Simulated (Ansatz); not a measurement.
## Changing the shape of KBr, singlet

Calculated in Ansatz's Gaussian-basis code. Basis cc-pwCVTZ-X2C on K, cc-pwCVTZ-PP on Br, scalar-relativistic core potentials (10 electrons on Br) and scalar X2C, no spin–orbit coupling, 9 orbitals frozen in the corrections; active space CAS(6,4), shells under the valence barred from it. Restricted Hartree–Fock, then the lowest state-specific CASSCF solution met for each case. Coupled cluster stands on the determinant that it favours, not always the lowest RHF. On stretched bonds single-reference methods can fail or change state. Unlike active orbitals can shift such differences by tenths of an eV, at times by over 1 eV.

Case A: bond length 3.2442 Å.

Case B: bond length 2.8210 Å.

Energy less that of case A, in eV:

```tsv
case	RHF/ROHF	CASSCF	CCSD(T)
B	-0.159	-0.158	-0.252
```

(1) What does SC-NEVPT2 give for these differences?

Answers

(1) B: -0.277 eV (-6.4 kcal/mol).
